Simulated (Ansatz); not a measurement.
Molecule: sum formula BNH5, net charge 0, doublet state. It need not be the lowest isomer of its formula. 
Geometry from a B3LYP-D3(BJ)/def2-TZVP (Ansatz, a first-principles code) optimisation:
SMILES: [BH2-][NH3+]
```xyz
7

B     -0.9601     0.1312    -0.0137
N      0.6350    -0.1348    -0.0398
H     -1.2139     1.2024    -0.4773
H     -1.4396    -0.2957     0.9936
H      0.8305    -1.1085     0.1748
H      1.1723     0.4349     0.6229
H      1.0057     0.0542    -0.9668
```
Charge 0, spin multiplicity 2.

Parts of the frozen-core correlation energy in cc-pVDZ (Ansatz, hartree). Frozen orbitals: 2; correlated occupied orbitals by spin: 7 and 6; virtual: 44 and 45. UHF or UKS for open shells. No spin-orbit coupling. No relativistic terms.

```tsv
term	value
reference (HF)	-81.98900
MP2 opposite-spin	-0.21299
MP2 same-spin	…
CCSD correlation	…
(T)	…
CCSDT minus CCSD(T)	-0.00062
T1 diagnostic	0.008
largest doubles amplitude	0.034
<S^2> of the reference	0.757
```

### Question
Fill in the missing entries.

### Answer

- MP2 same-spin, value: -0.05911
- CCSD correlation, value: -0.30491
- (T), value: -0.00673
